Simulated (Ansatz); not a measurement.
# Strength of the Sb–H bond: SbH(CH3)2 → Sb(CH3)2 + H

Species: SbH(CH3)2, singlet; Sb(CH3)2, doublet; H atom, doublet. 

Shapes, held fixed at every level: PBE0-D4/def2-TZVP. Programs: Ansatz 0.2.0. The zero-point and thermal change to 298 K, harmonic and unscaled (PBE0-D4/def2-TZVP), is -15.1 kJ/mol.

```json
{"level": "HF/def2-TZVPP", "kind": "Hartree–Fock", "ΔH(298 K) (kJ/mol)": "+190.3", "less CCSD(T)/def2-TZVPP": "-88.6", "CPU time (sum over the molecules)": "–"}
{"level": "PBE-D4/def2-TZVPP", "kind": "GGA", "ΔH(298 K) (kJ/mol)": "+270.4", "less CCSD(T)/def2-TZVPP": "-8.5", "CPU time (sum over the molecules)": "14 s"}
{"level": "r2SCAN-D4/def2-TZVPP", "kind": "meta-GGA", "ΔH(298 K) (kJ/mol)": "+271.0", "less CCSD(T)/def2-TZVPP": "-7.9", "CPU time (sum over the molecules)": "26 s"}
{"level": "r2SCAN0-D4/def2-TZVPP", "kind": "global hybrid", "ΔH(298 K) (kJ/mol)": "+268.5", "less CCSD(T)/def2-TZVPP": "-10.4", "CPU time (sum over the molecules)": "33 s"}
{"level": "wB97M-V/def2-TZVPP", "kind": "range-separated hybrid", "ΔH(298 K) (kJ/mol)": "+277.0", "less CCSD(T)/def2-TZVPP": "-1.9", "CPU time (sum over the molecules)": "67 s"}
{"level": "B2PLYP/def2-TZVPP", "kind": "double hybrid", "ΔH(298 K) (kJ/mol)": "+274.1", "less CCSD(T)/def2-TZVPP": "-4.8", "CPU time (sum over the molecules)": "29 s"}
{"level": "CCSD(T)/def2-SVP", "kind": "coupled cluster or CI", "ΔH(298 K) (kJ/mol)": "+262.3", "less CCSD(T)/def2-TZVPP": "-16.6", "CPU time (sum over the molecules)": "46 s"}
{"level": "CCSD(T)/def2-TZVPP", "kind": "coupled cluster or CI", "ΔH(298 K) (kJ/mol)": "+278.9", "less CCSD(T)/def2-TZVPP": "0.0", "CPU time (sum over the molecules)": "17 min"}
```

The highest level, CCSD(T)/def2-TZVPP, gives ΔH(298 K) = +278.9 kJ/mol; the levels span +190.3 to +278.9. The column of differences is taken from that level and isn't an error. Hartree–Fock misses the correlation of the pair that is broken and comes out low. No measured value is set beside it here. Open shells run unrestricted unless RO is named. For atoms past krypton def2 sets carry core potentials with scalar relativity. Correlated rows may include outer-core shells of Sb, which these sets cover unevenly. Times are processor times on shared x86 and Arm servers, and rough.
